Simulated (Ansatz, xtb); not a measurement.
# C2H5Sn−: which of two conformers lies lower

Structure a: `C=[CH][SnH2-]`, a singlet. Structure b: `C=[CH][SnH2-]`, a singlet. Both are isolated ions in the gas phase, relaxed with PBE0-D3(BJ)/def2-SVPD.

a (Å):

```tsv
atom	x (Å)	y (Å)	z (Å)
C	0.4715	0.5106	0.8696
C	-0.8249	0.7123	0.5956
Sn	1.7644	-0.9868	-0.1876
H	0.9007	1.1349	1.6692
H	-1.4457	1.4521	1.1243
H	-1.3396	0.1369	-0.1856
H	2.4770	-1.5899	1.3596
H	3.1192	0.1934	-0.3802
```

b (Å):

```xyz
8

C    -0.2910    0.7201    1.4801
C     0.6599    0.8964    0.5499
Sn    2.3296   -0.4840    0.0118
H    -1.0184    1.5020    1.7490
H    -0.3941   -0.2295    2.0192
H     0.6729    1.8887    0.0675
H     1.4591   -1.9339    0.6301
H     1.7289   -0.7252   -1.6708
```

Which of the two would you expect CCSD(T)/def2-SVPD + ΔMP2/def2-TZVPPD electronic energies to favour?

Too close to call at this level: CCSD(T)/def2-SVPD + ΔMP2/def2-TZVPPD gives E(b) − E(a) = +0.014 eV.

How the difference moves with the method:

```
                               level               geometry  E(b) − E(a) (eV)  departure from the last row (eV)  job, with rough time for the two
               PBE0-D3(BJ)/def2-SVPD  PBE0-D3(BJ)/def2-SVPD              +0.004                            −0.010                optimisation, 62 s
                        HF/def2-SVPD  PBE0-D3(BJ)/def2-SVPD              +0.029                            +0.015           part of the CCSD(T) run
                       MP2/def2-SVPD  PBE0-D3(BJ)/def2-SVPD              +0.005                            −0.010           part of the CCSD(T) run
                   CCSD(T)/def2-SVPD  PBE0-D3(BJ)/def2-SVPD              +0.008                            −0.006                      single point
CCSD(T)/def2-SVPD + ΔMP2/def2-TZVPPD  PBE0-D3(BJ)/def2-SVPD              +0.014                                                  single point, 30 s
```

The largest departure from CCSD(T)/def2-SVPD + ΔMP2/def2-TZVPPD is that of HF/def2-SVPD, 0.015 eV. Levels run at GFN2-xTB geometries aren't shown. The last row adds to CCSD(T) the change of the MP2 difference between the two basis sets, here +0.006 eV.

With harmonic frequencies from PBE0-D3(BJ)/def2-SVPD (ideal gas, rigid rotor, one conformer each, 298.15 K, 1 atm): on the last row, ΔE + ΔZPE = +0.016, ΔH = +0.014, ΔG = +0.024 eV.

The correlated steps freeze 6 core orbitals; the filled d shell of Sn is correlated, in a basis made for valence electrons. Atoms past krypton carry core potentials in the def2 sets and no spin–orbit term is included. Mirror images aren't counted in ΔG. Codes used: Ansatz 0.2.0; the last row on 2 threads of Arm Neoverse V2 on a shared host.
